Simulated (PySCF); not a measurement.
B3LYP has the VWN-RPA correlation part, as in Gaussian. 

CH5BSi, SMILES `C[SiH]=B` (charge 0, multiplicity 1)

The numbers are results of PySCF with B3LYP-D3(BJ)/def2-TZVP, not measurements.

The HOMO is -5.29 eV and the dipole moment is 1.16 D. The HOMO–LUMO gap is 2.53 eV and the LUMO is -2.76 eV. The total energy is -355.4171 Ha and the cost comes out as around 15 core-seconds (rough).

```xyz
8

B      2.0294    -0.2861    -0.0613
Si     0.4394     0.5892     0.0544
C     -1.2399    -0.2480    -0.0070
H      3.0595    -0.8453    -0.1371
H      0.4562     2.0563     0.2109
H     -1.7982    -0.0672     0.9128
H     -1.1170    -1.3245    -0.1272
H     -1.8295     0.1256    -0.8454
```
